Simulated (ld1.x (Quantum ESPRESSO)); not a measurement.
## bismuth (Bi), ultrasoft: configuration errors across variants

ld1.x (Quantum ESPRESSO) 7.5 input, shortened:

```
&input
   title='Bi', zed=83., rel=1, dft='PBE', iswitch=3,
   config='[Xe] 4f14 5d10 5f-2 6s2 6p2.5'
 /
 &inputp
   pseudotype=3, tm=.true., lloc=-1, rcloc=2.70,
   nlcc=.false.
 /
8
6S  1  0   2.00   0.00  1.60  2.15  0.0
6S  1  0   0.00  -0.75  1.60  2.15  0.0
6P  2  1   2.50   0.00  2.50  3.00  0.0
6P  2  1   0.00   0.65  2.50  3.00  0.0
5D  3  2  10.00   0.00  1.50  1.60  0.0
5D  3  2   0.00  -0.30  1.50  1.60  0.0
5F  4  3  -2.00   0.35  1.70  2.35  0.0
5F  4  3  -2.00   1.05  1.70  2.35  0.0
 &test
   configts(1)='5d10 6s2 6p2.5'
 /
```

All-electron excitation energies from the reference (eV): (1) 5d10 6s2 6p3 -3.097; (2) 5d10 6s2 6p2 4.816; (3) 5d10 6s2 6p1 20.063; (4) 5d10 6s2 6p0 43.405; (5) 5d10 6s1 6p3 15.634; (6) 5d10 6s0 6p5 17.405; (7) 5d9 6s2 6p3 30.225.

The overlap operator is not positive definite (basis up to 400 Ry) in “all radii scaled by about 1.39 (s 2.98, p 4.16, d 2.22, f 3.26 bohr, rcut 2.22/3.46/2.08/2.36); local potential all-electron potential smoothed inside 3.74 bohr (lloc = -1)”. Such files are unfit for use, however small their errors in these radial tests.

Tests that are not counted but printed errors over 1 eV. “all radii scaled by about 1.39 (s 2.98, p 4.16, d 2.22, f 3.26 bohr, rcut 2.22/3.46/2.08/2.36); local potential all-electron potential smoothed inside 3.74 bohr (lloc = -1)”: 5d10 6s2 6p1 (solver errors, printed error -1368 eV).

1 further variants failed, have other tests or too few solved ones, and are left out.

A true bound ghost makes a file unfit for plane-wave use even where its test errors are small: the radial tests pick states by their node count and pass the ghost by.

Errors AE − PS in meV (a dash: test not solved or not reliable):

| change | (1) | (2) | (3) | (4) | (5) | (6) | (7) | bound ghosts |
| --- | --- | --- | --- | --- | --- | --- | --- | --- |
| base | +1.5 | -2.3 | -10.0 | -18 | -12 | -38 | -379 | not determined |
| waves 6s (bound): rcut 1.60, rcutus 2.80 bohr; 6s channel at -0.75 Ry: rcut 1.60, rcutus 2.80 bohr | +1.5 | -2.3 | -9.9 | -18 | -11 | -38 | -286 | not determined |
| all radii scaled by about 1.39 (s 2.98, p 4.16, d 2.22, f 3.26 bohr, rcut 2.22/3.46/2.08/2.36); local potential all-electron potential smoothed inside 3.74 bohr (lloc = -1) | – | – | – | – | – | – | – | not determined (overlap not positive) |
| core correction a·sin(br)/r model core inside 1.86 bohr | +1.4 | -2.4 | -14 | -37 | -14 | -44 | -422 | not determined |
| wave 5f channel at 0.35 Ry: rcut 1.70, rcutus 2.35 bohr becomes 5f channel at 5.27 Ry: rcut 1.70, rcutus 2.35 bohr | +1.5 | -2.3 | -10.0 | -18 | -12 | -38 | -379 | not determined |

Problem. Give the same row for: type PAW; waves now 6s (bound): rcut 1.60, rcutus 2.15 bohr; 6s channel at -0.75 Ry: rcut 1.60, rcutus 2.15 bohr; 6p (bound): rcut 2.50, rcutus 3.00 bohr; 6p channel at 0.65 Ry: rcut 2.50, rcutus 3.00 bohr; 5d (bound): rcut 1.50, rcutus 1.60 bohr; 5d channel at -0.3 Ry: rcut 1.50, rcutus 1.60 bohr; 5f channel at 0.35 Ry: rcut 1.70, rcutus 2.35 bohr; local potential all-electron potential smoothed inside 1.40 bohr (lloc = -1); core correction a·sin(br)/r model core, default radius (ld1.x builds one for every PAW set, though the input has nlcc=.false.); augmentation PSQ, inside the norm-conserving radii.

Solution. +1.7, -1.6, +0.1, +28, +9.1, +80, -75; bound ghosts: s, p.
